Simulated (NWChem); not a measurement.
Molecule: GeF$_{4}$; SMILES [F][Ge]([F])([F])[F]

```xyz
5

F     -1.2727    -0.7582     0.8738
Ge     0.0000     0.0000     0.0000
F      1.0767     0.7638     1.1025
F      0.8550    -1.1831    -0.9098
F     -0.6590     1.1775    -1.0666
```
Atoms are numbered in this order, from 1.

Results from NWChem. Pople sets run with spherical d functions. Structure relaxed at the PBE-D3(BJ)/def2-SVP level. Static field.

Problem. Taking PBE0/def2-TZVP as the yardstick, which of these has the fewest basis functions while keeping “isotropic polarisability (bohr³)” within 5 % of it: PBE0/6-31G*; PBE0/aug-cc-pVDZ; PBE0/def2-SVP; PBE0/def2-SVPD?

Solution. none of them.
```tsv
level	basis functions	isotropic polarisability (bohr³)	relative time (rough)
PBE0/6-31G*	88	21.4	1
PBE0/def2-SVP	88	20.1	1
PBE0/aug-cc-pVDZ	128	27.5	7
PBE0/def2-SVPD	130	27.6	3
PBE0/def2-TZVP	172	24.5	4
```

The yardstick is one finite set, not the basis-set limit.
